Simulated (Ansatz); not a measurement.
```xyz
10

C     0.0000    0.6763   -1.3334
C     0.0000   -0.6763   -1.3334
C     0.0000    1.5795   -0.1446
C     0.0000   -1.5795   -0.1446
C     0.0000    0.7588    1.1390
C     0.0000   -0.7588    1.1390
H     0.0000    2.7588   -0.1407
H     0.0000   -2.7588   -0.1407
H     0.0000    1.3281    2.1746
H     0.0000   -1.3281    2.1746
```

Basis set: cc-pVDZ (spherical functions). Frozen core: 6 orbitals. Charge 0, multiplicity 1.

Computed with Ansatz (development build ahead of 0.2.0); each method stands on the lowest determinant of its kind that the runs found. Restricted open shells among the atoms or ions are ROHF, correlated in semicanonical orbitals with singles.

Problem. Give the atomization energy at this shape (free ground-state atoms in the same class of orbitals less the molecule, no zero-point energy) of singlet C₆H₄ by RHF-MP2, RHF.

Solution.

| method | atomization energy |
| --- | --- |
| RHF-MP2 | 46.60 eV |
| RHF | 32.93 eV |

Caution: in another basis set an unrestricted determinant lies well below; the shape is not the minimum.
